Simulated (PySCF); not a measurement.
C2H3ClN2Si, SMILES Cl[SiH]1N=CC=N1.

Geometry: PBE0-D3(BJ)/def2-SVP. This is a generated structure with no PubChem entry under its InChIKey; it may be hypothetical.

Two levels are set side by side: PBE/def2-TZVP (PySCF) and ωB97X/def2-TZVP (PySCF). Same geometry, gas phase. Differences are taken from unrounded values.

```json
[
 {"quantity": "orbital gap (eV)", "ωB97X": "9.96", "PBE": "2.83", "PBE minus ωB97X": "-7.13"},
 {"quantity": "highest occupied level (eV)", "ωB97X": "-10.45", "PBE": "-6.56", "PBE minus ωB97X": "3.89"},
 {"quantity": "lowest empty level (eV)", "ωB97X": "-0.50", "PBE": "-3.73", "PBE minus ωB97X": "-3.23"},
 {"quantity": "dipole moment (D)", "ωB97X": "2.37", "PBE": "2.03", "PBE minus ωB97X": "-0.34"},
 {"quantity": "mean polarisability (bohr³)", "ωB97X": "64.7", "PBE": "68.4", "PBE minus ωB97X": "3.6"}
]
```

PBE's occupied levels lie high since its potential decays too fast outside the molecule; exact exchange lowers them and widens the gap. PBE's more diffuse valence density responds more strongly to a field. Differences between two approximate levels are no errors against the true value.

Rough cost on one machine, each run with all the roots and properties that it gave: ωB97X against PBE within a factor of 2.
